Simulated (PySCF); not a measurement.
C6H13ClOSi.
SMILES with atom numbers: `[CH3:1][CH2:2][C@@H:3]1[CH2:4][C@:5]1([Cl:6])[CH2:7][O:8][SiH3:9]`

Cartesian coordinates in Å at the GFN2-xTB level; atoms count from 1:
```
atom  x, y, z in Å
C1    -2.747    1.098    0.386
C2    -1.294    0.761    0.066
C3    -1.139   -0.714   -0.221
C4    -0.851   -1.697    0.881
C5     0.195   -1.399   -0.153
Cl6    0.491   -2.655   -1.358
C7     1.461   -0.655    0.194
O8     1.768    0.256   -0.813
Si9    3.066    1.212   -0.976
H10   -3.390    0.856   -0.457
H11   -3.085    0.532    1.250
H12   -2.851    2.158    0.604
H13   -0.963    1.330   -0.806
H14   -0.662    1.046    0.908
H15   -1.798   -1.064   -1.007
H16   -0.682   -1.315    1.877
H17   -1.329   -2.663    0.854
H18    2.284   -1.371    0.321
H19    1.326   -0.127    1.146
H20    4.304    0.431   -1.039
H21    2.709    1.868   -2.221
H22    3.177    2.131    0.163
```

NICS is the negative of the GIAO shielding at a point without a nucleus: at the ring centre (0) and 1 Å above and below it (1); zz is the component along the ring normal. Level: GIAO PBE0/pcSseg-1 (PySCF, non-relativistic, gas phase) on the GFN2-xTB geometry, one conformer.

Ring bond lengths (Å), with Mayer bond orders in brackets: C3–C4 1.504 (0.92), C4–C5 1.500 (0.91), C5–C3 1.500 (0.88).

What do the NICS probes read (ppm)?

```csv
ring,type,NICS(0),"NICS(1), two faces","NICS(1)zz, two faces",rms pucker (Å),"centre to ring atoms, mean (Å)"
C3–C4–C5,3-membered carbocycle; formal bonds all single,-41.0,-7.7 / -8.3,-19.1 / -19.8,0.00,0.87
```

What do they say, and how far can they be read as aromaticity?

- C3–C4–C5: mean NICS(1)zz -19.4 ppm, shielded. C3, C4, C5 have four or more neighbours, so the value isn't read as a sign of a π ring current. NICS(0) lies 33 ppm below the mean NICS(1).

How shielded are the nuclei of the rings and their hydrogens (means over atoms taken as equivalent)?

| atoms | environment | σ isotropic (ppm) | principal values of the symmetric part, first atom (ppm) |
| --- | --- | --- | --- |
| C3 | three-membered-ring carbon | 153.4 | 107.8, 155.5, 196.8 |
| C4 | three-membered-ring carbon | 162.1 | 130.3, 158.1, 197.8 |
| C5 | sp3 C–Cl carbon | 134.7 | 107.1, 110.2, 186.6 |
| H15 | methine hydrogen | 30.46 | 23.8, 30.6, 37.0 |
| H16 | methylene hydrogen | 31.30 | 26.4, 28.6, 38.9 |
| H17 | methylene hydrogen | 30.65 | 25.1, 27.9, 38.9 |

Time: 1.7 min wall; peak memory 1.0 GiB. Hardware: one thread, Arm Neoverse N1 (aarch64), no GPU, shared host with 64 logical CPUs at a one-minute load of 61. This is the whole shielding run at PBE0/pcSseg-1, SCF included.
